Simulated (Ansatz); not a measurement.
One change: `BCC[SiH2]Cl` becomes `FCC[SiH2]Cl`.

Ansatz, PBE0-D4/def2-TZVP geometries, multiplicity 1. Each molecule was computed in one conformer, which needn't be the lowest.

```json
{"property": "size of the dipole moment (PBE/def2-TZVPP) / D", "`BCC[SiH2]Cl`": "1.38"}
{"property": "LUMO energy (PBE0/def2-TZVPP) / eV", "`BCC[SiH2]Cl`": "-1.44"}
{"property": "size of the dipole moment (B3LYP/def2-TZVPP) / D", "`BCC[SiH2]Cl`": "1.49"}
{"property": "LUMO energy (PBE/def2-TZVPP) / eV", "`BCC[SiH2]Cl`": "-2.48"}
{"property": "HOMO–LUMO gap (ωB97M-V/def2-TZVPP) / eV", "`BCC[SiH2]Cl`": "10.96"}
{"property": "HOMO energy (PBE0/def2-TZVPP) / eV", "`BCC[SiH2]Cl`": "-8.27"}
```

Problem. Give the same properties after the change, and the shifts. (Estimate.)

Solution. Ansatz gave: 
```
                                        property  `FCC[SiH2]Cl`  shift
  size of the dipole moment (PBE/def2-TZVPP) / D           2.26   0.88
              LUMO energy (PBE0/def2-TZVPP) / eV           0.27   1.71
size of the dipole moment (B3LYP/def2-TZVPP) / D           2.36   0.87
               LUMO energy (PBE/def2-TZVPP) / eV          -0.63   1.85
         HOMO–LUMO gap (ωB97M-V/def2-TZVPP) / eV          12.97   2.01
              HOMO energy (PBE0/def2-TZVPP) / eV          -8.71  -0.44
```

With PBE0 the HOMO falls by 0.44 eV and the LUMO rises by 1.71 eV, so the gap widens by about 2.15 eV. PBE moves the HOMO by -0.36 eV and ωB97M-V by -0.45 eV. Dipoles are sizes alone; their direction can turn.

B3LYP here is the variant with VWN-RPA as its local correlation; programs differ in this.
